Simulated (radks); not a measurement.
Question: Ir XXIV, 54 electrons, occupied as [Kr] 4d10 4f7 5s1 (not the ground configuration). Calculated with a radial shooting solver on a logarithmic mesh with Libxc functionals: scalar-relativistic Kohn-Sham, BLYP, spin-unpolarised, spherical densities, point nucleus. Some entries of the table are withheld. Estimate them.

| orbital | occ. | eigenvalue (eV) | <r> (bohr) |
|---|---|---|---|
| 1s | 2 | -76827.70 | 0.01743 |
| 2s | 2 | -14002.30 | 0.07360 |
| 2p | 6 | -12252.60 | 0.06624 |
| 3s | 2 | -3796.868 | 0.1902 |
| 3p | 6 | (1) | 0.1910 |
| 3d | 10 | -2723.290 | 0.1729 |
| 4s | 2 | -1306.900 | 0.4120 |
| 4p | 6 | -1133.000 | 0.4334 |
| 4d | 10 | -921.6283 | 0.4475 |
| 4f | 7 | -689.2791 | 0.4443 |
| 5s | 1 | -618.2020 | (2) |

Answer: 
(1) 3p eigenvalue (eV): -3285.119
(2) 5s <r> (bohr): 0.7968
